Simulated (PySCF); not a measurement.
# Telling isomers of C$_{7}$H$_{14}$F$_{2}$Si apart by NMR

- coordinates at the GFN2-xTB level
- PBE0/pcSseg-1 with gauge-including orbitals
- code: PySCF
- no solvent model, relativity neglected, averaged over atoms made equivalent by symmetry, fast rotation or ring inversion, one conformer

Referencing at the same level of theory: ¹H and ¹³C vs TMS. Splittings of carbon signals by F and P are missing where no couplings were computed. Where no couplings were computed, multiplicities follow the n + 1 count of equivalent neighbours, and m marks all less simple cases (inequivalent or close neighbours, rings, F or P nearby). Shifts are as computed. Against solution values, carbons near 30 ppm lie about +3 ppm off and those near 130 ppm about +5 ppm. Of 1211 compounds with measured shifts, 218 miss one by over three times the rms of a fit or turn the order of signals round; such compounds aren't used in these exercises.

(1) Tabulate the signals of `CC(C)(C)/C(F)=C(\[SiH3])CF`, `CC(C)(C)[C@H]([SiH3])/C(F)=C/F` and their relative energies.

(2) What is the quickest way to tell CC(C)(C)/C(F)=C(\[SiH3])CF from CC(C)(C)[C@H]([SiH3])/C(F)=C/F?

Results:

(1) 
| SMILES | carbon types | δC | δH | E rel. (kcal/mol) |
| --- | --- | --- | --- | --- |
| CC(C)(C)/C(F)=C(\[SiH3])CF | 3×C 1×CH2 3×CH3 | 181.3, 111.1, 85.5, 38.7, 30.9 | 5.58 (m, 2H), 4.42 (s, 3H), 1.30 (s, 9H) | 0.0 |
| CC(C)(C)[C@H]([SiH3])/C(F)=C/F | 2×C 2×CH 3×CH3 | 160.9, 142.5, 39.0, 33.8, 32.1 | 6.42 (m, 1H), 4.07 (d, 3H), 1.31 (m, 1H), 1.13 (s, 9H) | 4.3 |

Energies are electronic energies at PBE0/pcSseg-1 on these geometries, without zero-point or thermal terms, each for the one conformer computed, which needn't be the lowest.

(2) Both give the same number of carbon signals, but DEPT or the intensities differ. The first has an allylic sp3 CH2 bonded to F at 85.5 ppm, the second an alkene CH at 142.5 ppm. Their most deshielded carbons lie at 181.3 and 160.9 ppm. In the proton spectra the most deshielded non-exchanging signals are 5.58 (m, 2H) and 6.42 (m, 1H).
